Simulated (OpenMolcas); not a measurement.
V2+ (d3) among equal point charges was computed by CASSCF with the d shell active (OpenMolcas, ANO-RCC-VDZP on the metal). Its lowest spin-free states, and all those of the highest spin:

```tsv
2S+1	Degeneracy	E (cm-1)
4	3	0.0
4	3	6321
2	2	9046
2	3	14426
4	1	14430
2	3	14959
2	3	18923
4	3	19092
2	1	20821
2	3	22014
2	3	24119
2	2	26066
```

Q: Is the site octahedral, tetrahedral or cube-like, axial, or of lower symmetry?

A: The states with 2S+1 = 4 have orbital degeneracies 3, 3, 1, 3. Threefold states need a cubic site. For d3 at this spin an octahedron puts the single A2 below the threefold T2 and a tetrahedron or cube puts the threefold T1 below the threefold T2, so the site is a tetrahedron or a cube, which this pattern cannot tell apart. The run had V2+ among 8 point charges of -1 e arranged as a cube (Oh), 1.78 Å from the ion.

An orbital triplet at a regular site is open to Jahn-Teller coupling, which can distort the site and quench the lowest spin-orbit gaps and is left out. Without dynamic correlation the repulsion within the d shell is too large (B by tens of per cent), so at a given field states of lower spin stand too high. Point charges carry no covalency, so the field is a model and not that of real ligands. No measured value stands beside these numbers.
